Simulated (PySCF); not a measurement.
3-methoxypropanenitrile (C4H7NO), SMILES COCCC#N. Geometry optimised at ωB97X-D3(BJ)/def2-SVP. The values are those of a single conformer.

Method: ωB97X-D3(BJ)/def2-SVP in PySCF.

Harmonic wavenumbers (cm⁻¹): 89, 109, 131, 228, 303, 394, 428, 552, 805, 969, 1042, 1091, 1093, 1185, 1209, 1238, 1265, 1306, 1315, 1445, 1460, 1473, 1479, 1496, 1528, 2439, 3007, 3017, 3060, 3082, 3108, 3170, 3176. Rotational constants (GHz): 18.31, 1.412, 1.344; symmetry number 1.

Task: Work out the zero-point energy and the ideal-gas rigid-rotor harmonic-oscillator thermochemistry at 298.15 K and 1 atm.

Result: ZPE = ½ Σ hcν = ½ × 47693 cm⁻¹ = 285.27 kJ/mol. H − E(el) = 306.18 kJ/mol. Entropy in J/(mol K): translation 164.17, rotation 111.41, vibration 68.57, total 344.15. G − E(el) = 203.57 kJ/mol. Cp = 103.59 J/(mol K). Modes under 150 cm⁻¹ make the vibrational entropy uncertain.
